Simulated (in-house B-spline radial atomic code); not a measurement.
Configurations of neutral ytterbium, with energies counted from [Xe] 4f14 6s2. All numbers are computed (Dirac-Hartree-Fock, average of configuration; Fermi nucleus of rms radius 5.3108 fm) with an all-electron radial atomic-structure program (B-spline basis), not measured. Energies include first-order Breit, QED and recoil terms.

Occupations are held fixed; configurations that lie above the ionisation limit could autoionise.

| configuration | E - E(ref) (eV) | highest orbital | its <r> (bohr) |
| --- | --- | --- | --- |
| [Xe] 4f13 5d1 6s2 | 0.72553 | 5d5/2 | 2.762 |
| [Xe] 4f14 6s1 8f1 | 4.8637 | 8f7/2 | 67.28 |
| [Xe] 4f14 6s1 7g1 | 4.8644 | 7g9/2 | 63.49 |
| [Xe] 4f13 6s2 10d1 | 4.9577 | 10d5/2 | 75.7 |
| [Kr] 4d10 4f14 5s2 5p5 6s2 7s1 | 29.733 | 7s1/2 | 9.988 |
| [Kr] 4d10 4f14 5s2 5p5 6s2 6d1 | 30.547 | 6d5/2 | 12.86 |
| [Kr] 4d10 4f14 5s2 5p5 6s2 8s1 | 30.786 | 8s1/2 | 19.27 |
| [Kr] 4d10 4f14 5s2 5p5 6s2 7g1 | 31.582 | 7g9/2 | 63.49 |
| [Kr] 4d9 4f14 5s2 5p6 6s2 6f1 | 193.34 | 6f7/2 | 31.3 |

(1) Order these further configurations by energy, lowest first.
A. [Kr] 4d10 4f14 5s2 5p5 5f1 6s2
B. [Kr] 4d9 4f14 5s2 5p6 6s2 8p1
C. [Xe] 4f14 6s1 7p1
D. [Xe] 4f14 5f1 6s1
E. [Kr] 4d9 4f14 5s2 5p6 6s2 8s1

(2) How far above the reference does [Xe] 4f14 6s1 10d1 lie?

(3) How far above the reference does [Kr] 4d9 4f14 5s2 5p6 6s2 7g1 lie?

(4) How far above the reference does [Kr] 4d10 4f14 5s2 5p5 6s2 7f1 lie?

Answers

(1) C (3.7761 eV), D (4.2898 eV), A (31.006 eV), E (192.81 eV), B (193.06 eV).

(2) 4.8974 eV; its least bound orbital is 10d5/2 with <r> = 80.48 bohr.

(3) 193.61 eV; its least bound orbital is 7g9/2 with <r> = 63.49 bohr.

(4) 31.48 eV; its least bound orbital is 7f7/2 with <r> = 47.73 bohr.
